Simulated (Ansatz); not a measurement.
Consider the cleavage of the Si–Si bond: `C[SiH](F)[SiH2]O` + `[SiH3][SiH2]S` → `O[SiH2]S[SiH2][SiH3]` + `C[SiH2]F`.

Gas-phase electronic energies from Ansatz, PBE0-D4/def2-TZVP geometries. CCSD(T)/CBS adds triple-zeta CCSD(T) − MP2 to the extrapolated MP2 energy (def2 sets, frozen cores). DFT in def2-TZVPP. B3LYP here is the variant with VWN-RPA as its local correlation; programs differ in this. Each species was taken in one conformer, which may not be the lowest.

Question: Is it downhill or uphill in electronic energy at CCSD(T)/CBS, and by how much? (Estimate.)

Answer: Computed: Downhill: ΔE = -22.8 kcal/mol.

Question: What do these levels give: PBE-D4, r2SCAN-D4, PBE0-D4, PBE, r2SCAN, B3LYP, HF/def2-TZVPP, SCS-MP2/def2-TZVPP, CCSD/def2-TZVPP, MP2/def2-QZVPP, SCS-MP2/def2-QZVPP, CCSD/CBS(def2)? (Best estimate.)

Answer: Computed: PBE-D4 -19.6, r2SCAN-D4 -22.0, PBE0-D4 -20.8, PBE -18.7, r2SCAN -21.7, B3LYP -19.8, HF/def2-TZVPP -22.4, SCS-MP2/def2-TZVPP -23.9, CCSD/def2-TZVPP -21.8, MP2/def2-QZVPP -25.4, SCS-MP2/def2-QZVPP -24.3, CCSD/CBS(def2) -22.4 kcal/mol.

Largest T1 diagnostic among the species: 0.012.

The D4 term adds −1.5 kcal/mol with B3LYP and −0.8 kcal/mol with PBE0; it sums over pairs of atoms, weighted by their polarisabilities, and B3LYP, whose exchange is more repulsive, gets the larger term. From PBE to PBE0 (25 % exact exchange), in def2-TZVPP and without D4, ΔE moves by −1.3 kcal/mol.
